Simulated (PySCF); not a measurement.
**Electron correlation in Xe⁺ (xenon, charge +1)**

[Kr] 4d10 5s2 5p5, 2P determinant. Calculation: PySCF 2.14, in def2-TZVPPD with the def2 core potential (28 electrons) (7s6p4d2f, 59 functions); a scalar-relativistic core potential. Frozen: 4s2 4p6 4d10; 7 electrons correlated.

```json
{"level": "CCSD", "correlation energy (mhartree)": "-135.20"}
{"level": "(T)", "correlation energy (mhartree)": "-3.60"}
{"level": "CCSD(T)", "correlation energy (mhartree)": "-138.80"}
```

Diagnostics: T1 = 0.0060, D1 = 0.0195, largest double amplitude 0.035.

Problem. Is a single reference adequate?

Solution. Yes, within this model without spin-orbit coupling: T1 lies below 0.03 and no double amplitude reaches 0.07.
